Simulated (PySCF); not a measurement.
Molecule: `N(C)(C)C(C)(C)C`, C₆H₁₅N.

Atoms are numbered as in `[CH3:1][N:2]([CH3:3])[C:4]([CH3:5])([CH3:6])[CH3:7]`. Each H is labelled by its parent atom.

Geometry PBE0-D3(BJ)/def2-SVP throughout; GIAO in PySCF 2.14.0 with density-fitted response routines, gas phase, one conformer, non-relativistic; equivalent atoms averaged; functional PBE0.

For orientation, 6-31G* gives these shifts δ (against TMS, NH3 at the same level): C4 49.4, C1/C3 36.9, C5/C6/C7 25.6, N2 29.8, H(C1)/H(C3) 2.19, H(C5)/H(C6)/H(C7) 1.08 ppm.

A run gave: C4 49.1, C1/C3 36.8, C5/C6/C7 26.1, N2 37.5, H(C1)/H(C3) 2.05, H(C5)/H(C6)/H(C7) 0.98 ppm (shifts δ (against TMS, NH3 at the same level)).

Q: Which basis set was used in that run?
A. def2-SVP
B. def2-TZVP
C. aug-cc-pVDZ
D. 6-31G

A: A. N2 tells them apart best: def2-SVP gives 37.5, 6-31G gives 31.0, aug-cc-pVDZ gives 45.6, def2-TZVP gives 49.6 ppm.
